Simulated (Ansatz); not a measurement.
Cost and result for the atomization energy of CH₅BFNS, SMILES `CNB(F)S` (10 atoms, 9 bonds).

```xyz
10

C    -1.1760    0.2023    1.0120
N    -0.3122    0.4850   -0.1115
B     0.7687   -0.2918   -0.5216
F     1.0790   -1.4098    0.1483
S     1.7764    0.1933   -1.9680
H    -2.2155    0.0741    0.6964
H    -0.8524   -0.7208    1.4909
H    -1.1391    1.0019    1.7578
H    -0.5350    1.3225   -0.6223
H     2.6061   -0.8566   -1.8818
```

The species carries charge 0 and has multiplicity 1. Geometry: relaxed with PBE0-D4/def2-TZVP. It is one conformer, not always the lowest. Program: Ansatz. All runs use 4 threads of an Intel Xeon Platinum 8488C on a shared host. Times are those of one run each, without the atoms' runs, and a repeat can differ threefold. Electronic energies, without spin–orbit coupling; frozen cores. CCSD(T)/CBS adds CCSD(T) − MP2 in def2-TZVPP to the MP2 limit, and its time is that of the two runs behind it. T1 = 0.012. B3LYP takes the VWN-RPA correlation (the form of Gaussian; ORCA's B3LYP/G).

CCSD(T)/CBS is a level of theory with its own doubt, some kJ/mol a heavy atom from the limit and from the frozen cores, so smaller differences don't rank the functionals.

| level | functions | wall time |
| --- | --- | --- |
| PBE0-D4/def2-TZVPP | 236 | 1.9 s |
| PBE-D4/def2-TZVPP (with forces) | 236 | 2.1 s |
| r2SCAN-D4/def2-TZVPP (with forces) | 236 | 3 s |
| B3LYP-D4/def2-TZVPP (with forces) | 236 | 3.2 s |
| ωB97X-V/def2-TZVPP | 236 | 5.5 s |
| B2PLYP/def2-TZVPP | 236 | 6 s |
| ωB97M-V/def2-TZVPP (with forces) | 236 | 9 s |
| MP2/def2-QZVPP | 448 | 25 s |
| CCSD(T)/def2-TZVPP | 236 | 110 s |
| CCSD(T)/CBS(def2) | – | 2.2 min |

**Question.** What atomization energy does each give, and how far from CCSD(T)/CBS? (An estimate is asked.)

**Answer.** The calculation gave: 
```json
{"level": "PBE0-D4/def2-TZVPP", "atomization (kJ/mol)": "3911.4", "difference from CCSD(T)/CBS": "29.6", "per bond": "3.3"}
{"level": "PBE-D4/def2-TZVPP (with forces)", "atomization (kJ/mol)": "3989.9", "difference from CCSD(T)/CBS": "108.1", "per bond": "12.0"}
{"level": "r2SCAN-D4/def2-TZVPP (with forces)", "atomization (kJ/mol)": "3907.6", "difference from CCSD(T)/CBS": "25.8", "per bond": "2.9"}
{"level": "B3LYP-D4/def2-TZVPP (with forces)", "atomization (kJ/mol)": "3900.6", "difference from CCSD(T)/CBS": "18.8", "per bond": "2.1"}
{"level": "ωB97X-V/def2-TZVPP", "atomization (kJ/mol)": "3906.8", "difference from CCSD(T)/CBS": "25.0", "per bond": "2.8"}
{"level": "B2PLYP/def2-TZVPP", "atomization (kJ/mol)": "3858.5", "difference from CCSD(T)/CBS": "-23.3", "per bond": "-2.6"}
{"level": "ωB97M-V/def2-TZVPP (with forces)", "atomization (kJ/mol)": "3917.0", "difference from CCSD(T)/CBS": "35.2", "per bond": "3.9"}
{"level": "MP2/def2-QZVPP", "atomization (kJ/mol)": "3920.2", "difference from CCSD(T)/CBS": "38.4", "per bond": "4.3"}
{"level": "CCSD(T)/def2-TZVPP", "atomization (kJ/mol)": "3779.1", "difference from CCSD(T)/CBS": "-102.7", "per bond": "-11.4"}
{"level": "CCSD(T)/CBS(def2)", "atomization (kJ/mol)": "3881.8", "difference from CCSD(T)/CBS": "0.0", "per bond": "0.0"}
```

In def2-TZVPP, CCSD(T) changes the Hartree–Fock value by +935.9 kJ/mol (the triples alone add +58.7 kJ/mol) and MP2 by +1016.5 kJ/mol; breaking electron pairs costs correlation energy, which Hartree–Fock lacks. The D4 term adds +29.2 kJ/mol with B3LYP and +15.2 kJ/mol with PBE0; it sums over pairs of atoms, weighted by their polarisabilities, and B3LYP, whose exchange is more repulsive, gets the larger term. From PBE to PBE0 (25 % exact exchange), in def2-TZVPP and without D4, the atomization energy moves by −75.6 kJ/mol: exact exchange takes away binding that semilocal exchange gives to molecules.
